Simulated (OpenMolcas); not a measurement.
An atom or ion with 30 electrons was computed by SS-CASPT2, IPEA 0.25 Eh, imaginary shift 0.1 Eh with spin-orbit coupling (OpenMolcas, ANO-RCC-VTZP, DKH2). The lowest levels that the run gave, each within 12 % of the measured value where one is at hand:

```tsv
J	Parity	E (cm⁻¹)	g
0	even	0.0	
0	odd	31982	
1	odd	32142	1.501
2	odd	32466	1.501
1	odd	50360	1.000
```

Which ion is it, and what are the configurations and terms?

Zn (Z = 30, neutral; active space 2 electrons in 4 orbitals (4s 4p)). J, parity and g give the terms where levels are pure, and mixed ones are named by the computed weights; the size of the splittings, set against known spectra of the 30-electron sequence, gives the charge. In order, with the measured energies in cm⁻¹ (NIST Handbook of Basic Atomic Spectroscopic Data): 4s² ¹S₀, 4s 4p ³P°₀ (32311), 4s 4p ³P°₁ (32501), 4s 4p ³P°₂ (32890), 4s 4p ¹P°₁ (46745).

Measured partners are found by configuration, term and J. A level has none where our copy of the source lacks it or the pairing is in doubt (some pairs that miss far off the trend of their configuration count as doubtful), and it then counts in no deviation. Only configurations of the active space appear.

° marks odd parity.
